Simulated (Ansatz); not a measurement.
The cluster Re2Te3, relaxed as a singlet with RKS PBE-D4/def2-SVP in Ansatz, starting from the GFN1-xTB geometry. Force threshold 0.02 eV/Å.

In the def2 sets Re, Te take a core potential; there is no spin–orbit coupling. The restricted singlet is unstable towards broken spin symmetry in Hartree–Fock (as tested in another run); at PBE-D4/def2-SVP this wasn't settled. The relaxation made no stability test and no search for a lower SCF solution. No other spin state of charge 0 was run. Another isomer (singlet) lies 0.23 eV lower at PBE0-D4/def2-TZVP; other spin states weren't run for this one.

Start:

```xyz
5

Re    0.934   -0.382    0.640
Re   -1.110    0.267   -0.350
Te   -1.927    1.356   -2.422
Te   -1.257   -0.882    2.014
Te    3.359   -0.359    0.118
```

(1) Estimate the energy that the relaxation releases and the steps that it takes.

(2) Does the start keep its bonding and symmetry?

(3) Predict the relaxed structure.

## Answers

(1) 33.0 kcal/mol, in 14 steps; 39 s on 4 threads of Arm Neoverse V1 on a shared host. No frequencies were taken in this run, so the end may be a saddle point.

(2) By distances, no bond broke or formed. The bond that changes most is Re2–Te3, from 2.48 to 2.49 Å (atoms count from 1). The end is the same structure that another start reached. Point group C2v at the start, C2 at the end, both within 0.05 Å.

(3) 
Cartesian coordinates in Å:
```
Re 0.749 0.348 0.748
Re -0.851 -0.420 -0.582
Te -1.554 1.488 -2.016
Te -1.238 -0.864 1.986
Te 2.893 -0.553 -0.137
```
Bond lengths (bridged metal pairs left out): 4 × Re–Te 2.49 to 2.64 Å.
